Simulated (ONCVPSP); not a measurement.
**Which change was made? (Os, ONCV)**

ONCVPSP 4.0.1 input, shortened (lines: element, Z, core and valence counts, functional; n l f; lmax; l rc ep ncon nbas qcut; lloc lpopt rc5 dvloc0; l nproj debl; icmod fcfact rcfact), PBE, scalar-relativistic:

```
  Os 76.00   10    4        4      upf
    1    0    2.00
    2    0    2.00
    2    1    6.00
    3    0    2.00
    3    1    6.00
    3    2   10.00
    4    0    2.00
    4    1    6.00
    4    2   10.00
    4    3   14.00
    5    0    2.00
    5    1    6.00
    5    2    6.00
    6    0    2.00
    2
    0    1.90    0.00    5   10    8.20
    1    1.85    0.00    5    8    6.50
    2    2.30    0.00    4    8    5.70
    1    5    1.85    0.00
    0    2    2.80
    1    0    2.10
    2    2    2.80
    0    0.00    0.00
```

Cutoffs, loose and tight: the cutoffs (Ha) at which the residual kinetic energy of the hardest occupied pseudo-wave falls to 1 and 0.1 mHa per electron. They do not see the model core or the augmentation charge, which bear on the density cutoff. Test errors are all-electron minus pseudo excitation energies from the reference, over the configurations 5s2 5p6 5d6 6s1; 5s2 5p6 5d6 6s0; 5s2 5p6 5d5 6s0; 5s2 5p6 5d5 6s2 6p1; variants that change the core or the reference have their own tests.

The base gives: outcome: generated; cutoff, loose: 22 Ha; cutoff, tight: 26 Ha; bound ghosts: s; GHOST(+) flags above zero: none; largest test error (meV): +272.

Task: After one change the result is: outcome: generated; cutoff, loose: 22 Ha; cutoff, tight: 26 Ha; bound ghosts: none; GHOST(+) flags above zero: s; largest test error (meV): +302. Which change was it?
A. s: rc 1.3
B. p: nbas 9
C. s: qcut 5.5

Result: B. The others give: s: rc 1.3 → outcome: failed: test_data: rc < rc(lloc) for l = 0. Not allowed. | s: qcut 5.5 → outcome: generated; cutoff, loose: 13 Ha; cutoff, tight: 24 Ha; bound ghosts: none; GHOST(+) flags above zero: none; largest test error (meV): +272.
